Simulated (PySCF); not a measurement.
# BePb and its ions

PBE0; basis Be def2-SVPD, Pb def2-SVPD with ECP60; scalar-relativistic core potentials; PySCF 2.14. Neutral (UKS): triplet (π ↑↑), Re = 2.423 Å, ωe = 418 cm⁻¹, De = 1.15 eV, HOMO -5.02 eV, LUMO -2.93 eV.

BePb⁺ (UKS): doublet (π ↑), Re = 2.633 Å, ωe = 325 cm⁻¹. The energies at the minima are -207.49405 hartree for BePb and -207.24430 for BePb⁺.

Q: Work out the adiabatic ionisation energy, without and with harmonic zero-point energies (1 hartree = 27.2114 eV, 1 eV = 8065.5 cm⁻¹), and the change of the bond length.

A: At PBE0: 0.24975 hartree = 6.796 eV between the minima; the zero-point term (325.0 − 418.0)/2 cm⁻¹ = -0.006 eV makes it 6.790 eV. Re changes by +21.0 pm against the neutral. The electron leaves a π orbital, and the longer bond of the ion fits a bonding orbital, or a change in how ionic the bond is.

BePb⁻ (UKS): quartet (σ ↑, π ↑↑), Re = 2.495 Å, ωe = 382 cm⁻¹, De = 1.59 eV to Be + Pb⁻. The energies at the minima are -207.49405 hartree for BePb and -207.54848 for BePb⁻.

Q: Work out the adiabatic electron affinity, without and with harmonic zero-point energies (1 hartree = 27.2114 eV, 1 eV = 8065.5 cm⁻¹), and the change of the bond length.

A: At PBE0: 0.05443 hartree = 1.481 eV between the minima; the zero-point term (418.0 − 382.0)/2 cm⁻¹ = +0.002 eV makes it 1.483 eV. Re changes by +7.2 pm against the neutral. The electron enters a σ orbital; the charge polarises the partner, so the anion is bound more strongly.

Spin–orbit coupling is left out, which matters for elements this heavy, above all for dissociation energies. For an ion De counts to the pair picked by the measured ionisation energies or electron affinities, which need not be the lowest pair at this level. The highest Kohn–Sham level is positive in this anion. Much of that is self-interaction error, but it also means that the finite basis helps to hold the extra electron. States were picked by a PBE0 search and need not be the measured ground states.
